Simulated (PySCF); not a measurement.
SnCl₃Br, SMILES [Cl][Sn]([Cl])([Cl])[Br]. The structure is a stationary point at PBE0-D3(BJ)/def2-SVP. The structure was generated by enumeration; whether it is a known compound was not checked. The def2 effective core potentials stand for the cores of Sn; spin–orbit coupling is left out.

Computed equilibrium geometry at PBE0-D3(BJ)/def2-SVP (PySCF confirms it by a frequency run) as bond lengths and angles, and its point group:
point group C3v.
Atoms: Cl1 Sn2 Cl3 Cl4 Br5. Bond lengths (Å): Cl1–Sn2 2.318, Sn2–Cl3 2.318, Sn2–Cl4 2.318, Sn2–Br5 2.453. Angles (°): Cl1–Sn2–Cl3 108.9, Cl1–Sn2–Cl4 108.9, Cl1–Sn2–Br5 110.1, Cl3–Sn2–Cl4 108.9, Cl3–Sn2–Br5 110.1, Cl4–Sn2–Br5 110.1.
Charge 0, spin multiplicity 1.
